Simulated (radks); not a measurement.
Problem. Radial electron density D(r) = 4 pi r^2 rho(r) of an atom or ion with 21 electrons. Calculated with a radial shooting solver on a logarithmic mesh with Libxc functionals: Dirac Kohn-Sham, RPBE, spin-unpolarised, spherical densities, finite nucleus; Fermi nuclear charge, rms radius of each element as measured or else 0.836 A^(1/3) + 0.57 fm.

| r (bohr) | D(r) (e/bohr) |
|---|---|
| 0.006176 | 3.558 |
| 0.007851 | 5.266 |
| 0.009981 | 7.628 |
| 0.01269 | 10.75 |
| 0.01626 | 14.77 |
| 0.02067 | 19.21 |
| 0.02628 | 23.63 |
| 0.0334 | 27.17 |
| 0.04246 | 28.79 |
| 0.05398 | 27.91 |
| 0.06862 | 25.09 |
| 0.08724 | 22.43 |
| 0.1109 | 22.51 |
| 0.141 | 26.17 |
| 0.1792 | 30.60 |
| 0.2278 | 30.75 |
| 0.2896 | 24.32 |
| 0.3682 | 15.27 |
| 0.4681 | 10.34 |
| 0.595 | 11.28 |
| 0.7625 | 13.11 |
| 0.9694 | 11.13 |
| 1.232 | 6.577 |
| 1.567 | 2.730 |
| 1.991 | 0.8315 |
| 2.532 | 0.1966 |
| 3.218 | 0.03341 |
| 4.091 | 0.003353 |

What is the nuclear charge?

Solution. Z = 24. The innermost maximum, from 1s, lies near gamma/Z bohr with gamma = sqrt(1 - (Z/c)^2) = 0.985, here 0.041 bohr (found: 0.0442), and its height grows with Z. The density is that of the chromium ion Cr3+ in [Ar] 3d3; the configuration itself is not fixed sharply by these data, and Z only to about a unit. D(r) has 3 maxima, at r = 0.0442, 0.204, 0.769 bohr, and minima at 0.0984, 0.499 bohr, inside which lie 2.14, 10.54 electrons.
